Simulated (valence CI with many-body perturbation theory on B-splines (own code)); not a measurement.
## E1 line list for Hf⁵⁸⁺

Method: relativistic CI+MBPT: four valence electrons over a frozen Dirac-Fock core [Ne], radial functions for each j: 11 s, 11 p, 9 d, 7 f, 5 g, 2 h, 1 i, with the one-electron correlation potential Σ1, the two-electron term Σ2, the three-electron term Σ3, Breit, model QED; selected CI, second order for the rest (own B-spline code, finite nucleus).

No measured spectrum was set against this ion. As an estimate, large intervals hold to a few tenths of a per cent, small ones and those within an open d or f shell to about a per cent.

Lines 151 to 200 of 236 in falling wavelength, among levels below 9313.0 × 10³ cm⁻¹, chosen from the strongest by gf and those to the six lowest levels. Wavelengths and rates use the calculated energies. Electric multipoles are in the length gauge, E1 and E2 with the static RPA response of the core. Weak lines are less certain than strong ones. Lines between different terms over intervals too small for the method are left out, as are lines whose strength nearly cancels. The highest levels of a list are the least certain.

Levels are named by their leading jj configuration (3d3/2^4 stands for four electrons in 3d with j = 3/2), which in mixed levels can hold well under half, so a name can repeat and another be missing. Letters in brackets count levels of one name in rising energy.

```tsv
λ vac (Å)	Upper	Lower	A (s⁻¹)	S (a.u.)
24.41	(3s 3p1/2 3p3/2 3d3/2) J=3 [a]	(3s 3p1/2^2 3p3/2) J=2	3.60e+10	1.81e-03
24.30	(3s 3p1/2 3p3/2 3d5/2) J=2 [d]	(3s^2 3p1/2 3d5/2) J=3	1.55e+12	5.47e-02
24.28	(3s 3p1/2 3p3/2 3d3/2) J=2 [c]	(3s 3p1/2^2 3p3/2) J=1	6.23e+10	2.20e-03
24.25	(3s 3p1/2 3p3/2 3d3/2) J=2 [b]	(3s 3p1/2^2 3p3/2) J=2	3.64e+11	1.28e-02
24.25	(3s 3p1/2 3p3/2 3d5/2) J=2 [d]	(3s^2 3p1/2 3d5/2) J=2	4.17e+11	1.47e-02
24.22	(3s 3p1/2 3p3/2^2) J=1 [b]	(3s^2 3p1/2 3p3/2) J=1	6.79e+11	1.43e-02
23.96	(3s 3p3/2^3) J=1	(3s^2 3p3/2^2) J=2	2.80e+12	5.70e-02
23.79	(3s 3p1/2 3p3/2 3d3/2) J=1 [b]	(3s 3p1/2^2 3p3/2) J=1	6.43e+10	1.28e-03
23.74	(3s 3p1/2 3p3/2 3d5/2) J=2 [b]	(3s^2 3p1/2 3d3/2) J=1	2.96e+11	9.76e-03
23.72	(3s 3p1/2 3p3/2 3d3/2) J=2 [d]	(3s 3p1/2^2 3p3/2) J=1	6.34e+10	2.09e-03
23.57	(3s 3p1/2 3p3/2 3d3/2) J=1 [d]	(3s^2 3p1/2 3d3/2) J=2	1.26e+11	2.45e-03
23.50	(3s 3p1/2 3p3/2 3d3/2) J=1 [c]	(3s 3p1/2^2 3p3/2) J=1	9.84e+10	1.89e-03
23.44	(3s 3p1/2 3p3/2 3d3/2) J=2 [e]	(3s^2 3p1/2 3d3/2) J=2	8.40e+11	2.67e-02
23.17	(3s^2 3d3/2^2) J=2	(3s^2 3p1/2 3d3/2) J=1	3.05e+12	9.36e-02
23.06	(3s 3p1/2 3p3/2 3d3/2) J=2 [c]	(3s 3p1/2^2 3p3/2) J=2	2.82e+11	8.52e-03
22.95	(3s 3p1/2 3p3/2 3d5/2) J=2 [a]	(3s^2 3p1/2 3d3/2) J=2	9.42e+09	2.81e-04
22.80	(3s 3p1/2 3p3/2 3d3/2) J=3 [b]	(3s 3p1/2^2 3p3/2) J=2	1.71e+12	7.01e-02
22.80	(3s^2 3p3/2 3d3/2) J=3	(3s^2 3p1/2 3p3/2) J=2	1.84e+12	7.54e-02
22.74	(3s^2 3d3/2 3d5/2) J=3	(3s^2 3p1/2 3d5/2) J=3	1.87e+12	7.61e-02
22.70	(3s^2 3d3/2 3d5/2) J=3	(3s^2 3p1/2 3d5/2) J=2	1.09e+12	4.39e-02
22.65	(3s^2 3p3/2 3d3/2) J=2	(3s^2 3p1/2 3p3/2) J=2	2.73e+12	7.82e-02
22.62	(3s^2 3p3/2 3d3/2) J=1	(3s^2 3p1/2 3p3/2) J=2	2.93e+11	5.03e-03
22.62	(3s 3p1/2 3p3/2 3d3/2) J=1 [b]	(3s 3p1/2^2 3p3/2) J=2	1.86e+12	3.19e-02
22.55	(3s 3p1/2 3p3/2 3d3/2) J=2 [d]	(3s 3p1/2^2 3p3/2) J=2	2.45e+12	6.93e-02
22.55	(3s 3p1/2 3p3/2 3d5/2) J=3 [a]	(3s^2 3p1/2 3d3/2) J=2	8.64e+08	3.42e-05
22.53	(3s 3p1/2 3p3/2 3d3/2) J=1 [d]	(3s 3p1/2^2 3p3/2) J=1	3.11e+12	5.26e-02
22.48	(3s 3p1/2 3p3/2 3d5/2) J=0	(3s^2 3p1/2 3d3/2) J=1	7.72e+11	4.33e-03
22.42	(3s 3p1/2 3p3/2 3d3/2) J=3 [c]	(3s 3p1/2^2 3p3/2) J=2	1.07e+11	4.16e-03
22.40	(3s 3p1/2 3p3/2 3d3/2) J=2 [e]	(3s 3p1/2^2 3p3/2) J=1	1.14e+12	3.15e-02
22.36	(3s 3p1/2 3p3/2 3d3/2) J=1 [c]	(3s 3p1/2^2 3p3/2) J=2	1.03e+11	1.70e-03
22.33	(3s 3p1/2 3p3/2 3d3/2) J=0 [b]	(3s 3p1/2^2 3p3/2) J=1	1.96e+12	1.07e-02
22.28	(3s^2 3p3/2 3d3/2) J=2	(3s^2 3p1/2 3p3/2) J=1	1.17e+12	3.20e-02
22.25	(3s^2 3p3/2 3d3/2) J=1	(3s^2 3p1/2 3p3/2) J=1	2.80e+12	4.57e-02
22.21	(3s^2 3p3/2 3d3/2) J=0	(3s^2 3p1/2 3p3/2) J=1	2.62e+12	1.42e-02
22.19	(3s^2 3p1/2 3d3/2) J=1	(3s^2 3p1/2^2) J=0	3.72e+12	6.02e-02
22.18	(3s^2 3d3/2^2) J=0	(3s^2 3p1/2 3d3/2) J=1	5.40e+12	2.91e-02
22.14	(3s 3p1/2 3p3/2 3d5/2) J=3 [b]	(3s^2 3p1/2 3d3/2) J=2	2.38e+09	8.93e-05
22.12	(3s 3p1/2 3p3/2 3d5/2) J=1 [a]	(3s^2 3p1/2 3d3/2) J=2	2.20e+10	3.53e-04
21.98	(3s 3p1/2 3p3/2 3d5/2) J=2 [b]	(3s^2 3p1/2 3d3/2) J=2	1.69e+11	4.44e-03
21.96	(3s 3p1/2 3p3/2 3d5/2) J=2 [a]	(3s 3p1/2^2 3p3/2) J=1	2.55e+10	6.66e-04
21.58	(3s 3p1/2 3p3/2 3d5/2) J=3 [c]	(3s^2 3p1/2 3d3/2) J=2	8.76e+08	3.04e-05
21.49	(3s^2 3d3/2^2) J=2	(3s^2 3p1/2 3d3/2) J=2	1.88e+12	4.60e-02
21.47	(3s 3p1/2 3p3/2 3d3/2) J=1 [d]	(3s 3p1/2^2 3p3/2) J=2	9.14e+09	1.34e-04
21.39	(3s 3p1/2 3p3/2 3d5/2) J=1 [b]	(3s^2 3p1/2 3d3/2) J=2	4.57e+08	6.62e-06
21.36	(3s 3p1/2 3p3/2 3d3/2) J=2 [e]	(3s 3p1/2^2 3p3/2) J=2	1.94e+11	4.66e-03
21.20	(3s 3p1/2 3p3/2 3d5/2) J=1 [a]	(3s 3p1/2^2 3p3/2) J=1	3.53e+11	4.98e-03
21.07	(3s 3p1/2 3p3/2 3d5/2) J=2 [b]	(3s 3p1/2^2 3p3/2) J=1	6.05e+10	1.40e-03
20.96	(3s 3p1/2 3p3/2 3d5/2) J=1 [c]	(3s^2 3p1/2 3d3/2) J=2	2.45e+09	3.34e-05
20.95	(3s 3p1/2 3p3/2 3d5/2) J=2 [a]	(3s 3p1/2^2 3p3/2) J=2	8.35e+10	1.90e-03
20.91	(3s 3p1/2 3p3/2 3d5/2) J=3 [d]	(3s^2 3p1/2 3d3/2) J=2	1.01e+07	3.19e-07
```
